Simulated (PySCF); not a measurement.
# Ionisation energy of Fe¹⁸⁺ by level of theory

Fe¹⁸⁺ [He] 2s2 2p4 [2p1/2^2 2p3/2^2, M_J = 2] → Fe¹⁹⁺ [He] 2s2 2p3 [2p1/2^2 2p3/2^1, M_J = 3/2], as a difference of total energies. Calculation: PySCF 2.14, in an even-tempered Gaussian basis (18 s from 4.2 bohr⁻², ratio 2.4; 11 p from 5.4 bohr⁻², ratio 2.4; 5 d from 23 bohr⁻², ratio 2.6; 5 f from 34 bohr⁻², ratio 2.6); the two-component X2C-1e Hamiltonian. Correlated levels: nothing frozen; the 30 highest virtual spinors dropped. "Screened" scales the spin-orbit matrix elements by Boettger's factors to mimic the two-electron term; Breit and QED terms are absent.

| method | ionisation energy (eV) |
| --- | --- |
| GHF (spin-free) | 1453.6 |
| GMP2 (spin-free) | 1455.1 |

The labels give the starting determinants; with spin-orbit coupling the two ends relaxed to ⟨J²⟩ = 6.00, ⟨L²⟩ = 2.40, ⟨S²⟩ = 1.80.

For comparison: 1460 ± 3 eV (semi-empirical (NIST evaluation); NIST Atomic Spectra Database, ionization energies).
